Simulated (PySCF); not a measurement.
**Basis-set dependence of population analyses: `F[C@H]1CC[SiH2][SiH2]1`**

Species: C₃H₉FSi₂.
Geometry (PBE0-D3(BJ)/def2-SVP, Å), atoms numbered from 1 in this order:
```
atom  x, y, z in Å
F1     0.864   -0.986    1.991
C2     0.991   -1.047    0.605
C3    -0.399   -1.180   -0.001
C4    -1.276    0.039    0.317
Si5   -0.349    1.632   -0.180
Si6    1.760    0.630    0.028
H7     1.610   -1.927    0.361
H8    -0.284   -1.303   -1.093
H9    -0.870   -2.107    0.369
H10   -1.453    0.079    1.404
H11   -2.262   -0.036   -0.168
H12   -0.659    2.034   -1.587
H13   -0.635    2.785    0.725
H14    2.708    1.164    1.048
H15    2.473    0.451   -1.277
```

PBE0 throughout (PySCF), one geometry, spherical d and f functions. Geometry: PBE0-D3(BJ)/def2-SVP, one conformer, isolated molecule. The first 7 of 15 kinds of atom are listed.

Mulliken charges (e):

```tsv
basis	functions	F1	C2	C3	C4	Si5	Si6	H7
STO-3G	47	-0.130	-0.112	-0.159	-0.297	+0.418	+0.396	+0.060
6-31G	80	-0.341	-0.111	-0.346	-0.625	+0.413	+0.399	+0.184
6-31G*	110	-0.346	+0.030	-0.390	-0.552	+0.266	+0.232	+0.173
def2-SVP	137	-0.281	+0.012	-0.089	-0.290	+0.236	+0.236	+0.060
6-311+G(2d,p)	232	-0.247	-0.067	-0.292	-0.507	+0.284	+0.211	+0.140
def2-TZVP	252	-0.233	+0.029	-0.183	-0.355	+0.096	+0.077	+0.096
```

IAO charges (e):

| basis | functions | F1 | C2 | C3 | C4 | Si5 | Si6 | H7 |
| --- | --- | --- | --- | --- | --- | --- | --- | --- |
| STO-3G | 47 | -0.153 | -0.208 | -0.274 | -0.502 | +0.492 | +0.463 | +0.112 |
| 6-31G | 80 | -0.312 | -0.074 | -0.271 | -0.509 | +0.330 | +0.308 | +0.150 |
| 6-31G* | 110 | -0.321 | -0.061 | -0.259 | -0.519 | +0.418 | +0.393 | +0.137 |
| def2-SVP | 137 | -0.325 | -0.061 | -0.254 | -0.517 | +0.426 | +0.400 | +0.137 |
| 6-311+G(2d,p) | 232 | -0.340 | -0.068 | -0.265 | -0.535 | +0.440 | +0.414 | +0.146 |
| def2-TZVP | 252 | -0.339 | -0.066 | -0.265 | -0.538 | +0.446 | +0.419 | +0.144 |

Q: Which scheme is steadiest as the basis changes?

A: Largest range over the bases for any column: IAO 0.19 e, Mulliken 0.33 e. IAO charges move least and Mulliken charges most, counted in e. Without the minimal STO-3G basis the ranges are IAO 0.12, Mulliken 0.33 e.

Q: How much do the charges still move between the two largest bases, 6-311+G(2d,p) and def2-TZVP?

A: At most, over all atoms: Mulliken 0.188 e, IAO 0.006 e.

Q: What do the same runs give for the total energy, the frontier levels and the dipole moment?

A: 
```csv
basis,energy (Eh),HOMO (eV),LUMO (eV),μ (D)
STO-3G,-788.5733,-4.10,6.05,1.01
6-31G,-797.9277,-7.56,0.61,1.72
6-31G*,-798.0265,-7.39,0.47,1.45
def2-SVP,-797.7249,-7.55,0.24,1.46
"6-311+G(2d,p)",-798.1544,-7.57,-0.27,1.58
def2-TZVP,-798.1741,-7.53,0.03,1.52
```

The dipole is fixed by the density alone, so its range of 0.71 D shows that the density itself changes with the basis, not only its division among atoms.
